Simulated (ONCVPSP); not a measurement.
beryllium (Be): one change to an ONCV potential, before and after

Be, optimised norm-conserving Vanderbilt (ONCV), made with ONCVPSP 4.0.1 (Wu-Cohen, scalar-relativistic). Core [He], reference 2s2. Waves: 2s: rc 2.05 bohr, ncon 4, nbas 9, qcut 2.5 1/bohr, 2 projectors, debl 3.9 Ha; p scattering state at 0.21 Ha: rc 1.70 bohr, ncon 3, nbas 6, qcut 5.7 1/bohr, 2 projectors, debl 3.6 Ha; d scattering state at 0.16 Ha: rc 2.05 bohr, ncon 5, nbas 9, qcut 5.5 1/bohr, 1 projector. Local part: polynomial inside 1.50 bohr (lpopt 4, dvloc0 0 Ha). Core correction: polynomial model core, fcfact 0.4.

In the p channel the program set the typed energies aside and used 0.050, 3.650 Ha.

Change: s: debl 0.25.

Cutoffs: the cutoffs (Ha) at which the residual kinetic energy of the hardest occupied pseudo-wave falls to 1 and 0.1 mHa per electron; they do not see the model core or the augmentation charge, which bear on the density cutoff. Errors are all-electron minus pseudo energies relative to the spin-unpolarised reference configuration.

Task: What does the change do?

Result: The potential gets neither clearly harder nor softer (7.4 Ha and 49 Ha → 7.4 Ha and 49 Ha); of the 4 tests that both files solve, the error grows in 1 and shrinks in 0 by more than 15 % and 0.3 meV (median size 1.6 → 1.9 meV); the range in which the s phases agree narrows (upper end at the end of the scan → 2.5); neither file shows a bound ghost.

```csv
quantity,base,changed
"cutoff, loose",7.4 Ha,7.4 Ha
"cutoff, tight",49 Ha,49 Ha
bound ghosts,none,none
GHOST(+) flags under 300 eV,none,none
"error for 2s1, meV [ΔE 9.47 eV]",-0.3,-1.0
"error for 2s1.5, meV [ΔE 3.73 eV]",+0.1,-0.1
"error for 2s1 2p1, meV [ΔE 3.61 eV]",-2.9,-2.9
"error for 2s0 2p1, meV [ΔE 13.40 eV]",-35,-36
s: phases at 2.08 bohr within 0.05 rad from the reference energy up to (Ha; the scan ends near 5),to the end of the scan,2.5
p: phases at 1.73 bohr within 0.05 rad from the reference energy up to (Ha; the scan ends near 5),to the end of the scan,to the end of the scan
d: phases at 2.08 bohr within 0.05 rad from the reference energy up to (Ha; the scan ends near 5),4.3,4.3
"rms error of d²Exc/dni dnj with the model core, mHa",0.01,0.01
```

Base: The cutoffs count occupied waves only; projector 2 of the s channel, the hardest unoccupied one, needs 45 Ha at the loose tolerance.
